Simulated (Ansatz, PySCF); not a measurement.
System: sum formula SiNH$_{2}$Br$_{2}$ (charge 0, doublet). It need not be the lowest isomer of its formula. 
Structure (B3LYP-D3(BJ)/def2-TZVP (Ansatz, an electronic-structure program) minimum search):
```
Si
N 1 1.7062
H 2 1.0084 1 121.56
H 2 1.0084 3 113.39 1 159.21
Br 1 2.2562 2 106.73 3 -161.81
Br 1 2.2562 2 106.73 3 -40.66
```
Charge 0, spin multiplicity 2.

Total electronic energies in hartree. Valence correlation only, unless marked. UHF or UKS for open shells. Spin-orbit coupling is left out. Frozen are the shells of the preceding noble gas and the d and f shells that filled before the atom's block. No relativistic terms. Basis-set limits of correlation are two-point, X^-3; Hartree-Fock from the larger set. The bracket is a focal-point correction in the basis named.

```json
[
 {"level": "HF/STO-3G", "program": "Ansatz", "energy (Eh)": "-5429.91523"},
 {"level": "HF/6-31G", "program": "Ansatz", "energy (Eh)": "-5488.64013"},
 {"level": "HF/def2-SVP", "program": "Ansatz", "energy (Eh)": "-5488.70772"},
 {"level": "HF/def2-QZVPP", "program": "Ansatz", "energy (Eh)": "-5489.62735"},
 {"level": "RI-HF/def2-TZVPP", "program": "Ansatz", "energy (Eh)": "-5489.51665"},
 {"level": "BLYP-D3(BJ)/def2-TZVPD", "program": "Ansatz + dftd3", "energy (Eh)": "-5493.93253"},
 {"level": "r2SCAN-D3(BJ)/def2-TZVPD", "program": "Ansatz + dftd3", "energy (Eh)": "-5493.80607"},
 {"level": "r2SCAN-D4/def2-TZVPD", "program": "Ansatz + dftd4", "energy (Eh)": "-5493.80575"},
 {"level": "B3LYP-D4/def2-TZVPD", "program": "Ansatz + dftd4", "energy (Eh)": "[?]"},
 {"level": "PBE0/6-31G*", "program": "Ansatz", "energy (Eh)": "-5492.44263"},
 {"level": "PBE0-D4/def2-TZVP", "program": "Ansatz + dftd4", "energy (Eh)": "-5493.11136"},
 {"level": "BHLYP-D3(BJ)/def2-TZVPD", "program": "Ansatz + dftd3", "energy (Eh)": "-5493.84716"},
 {"level": "TPSSh-D3(BJ)/def2-TZVPD", "program": "PySCF + dftd3", "energy (Eh)": "[?]"},
 {"level": "LC-wPBE/def2-TZVPD", "program": "Ansatz", "energy (Eh)": "-5493.04466"},
 {"level": "B2GP-PLYP-D3(BJ)/def2-TZVPD", "program": "Ansatz + dftd3", "energy (Eh)": "-5492.54863"},
 {"level": "RPA@PBE/def2-TZVPP", "program": "Ansatz", "energy (Eh)": "-5490.50316"},
 {"level": "MP2/def2-SVP", "program": "Ansatz", "energy (Eh)": "-5489.18970"},
 {"level": "RI-MP2/def2-TZVPP", "program": "Ansatz", "energy (Eh)": "-5490.14489"},
 {"level": "RI-MP2/CBS(def2-TZVPP,def2-QZVPP)", "program": "Ansatz", "energy (Eh)": "-5490.3590"},
 {"level": "CCSD/6-31G*", "program": "Ansatz", "energy (Eh)": "-5489.32804"},
 {"level": "CCSD/def2-TZVPP", "program": "Ansatz", "energy (Eh)": "-5490.18440"},
 {"level": "CCSD(T)/def2-SVP", "program": "Ansatz", "energy (Eh)": "-5489.24001"},
 {"level": "RI-MP2/CBS(def2-TZVPP,def2-QZVPP)+[CCSD(T)-MP2]/def2-TZVPP", "program": "Ansatz", "energy (Eh)": "-5490.4271"}
]
```

**Question.** Fill in the missing entries.

**Answer.** 
- B3LYP-D4/def2-TZVPD, energy (Eh): -5493.97155
- TPSSh-D3(BJ)/def2-TZVPD, energy (Eh): -5493.73759
